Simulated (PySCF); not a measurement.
Vertical excitations of a molecule CH₁₀FNSi₃ from TDA-LC-ωPBE/def2-SVPD in PySCF, as energy in eV (oscillator strength): 6.24 (0.002), 6.93 (0.009), 7.24 (0.066), 7.41 (0.076), 7.74 (0.019), 7.87 (0.085). Lowest triplet (TDA): 5.79 eV. Geometry optimised at B3LYP-D3(BJ)/def2-SVP. One conformer was computed; it need not be the lowest.

Problem. Pick the molecule that these values belong to.
A) C[Si@H](F)[SiH2]N[SiH3]
B) N[C@H]([SiH3])[Si@@H](F)[SiH3]
C) C[Si@@H]([SiH3])N[SiH2]F
D) N[Si@@H]([SiH3])[C@H](F)[SiH3]

Solution. B, N[C@H]([SiH3])[Si@@H](F)[SiH3]
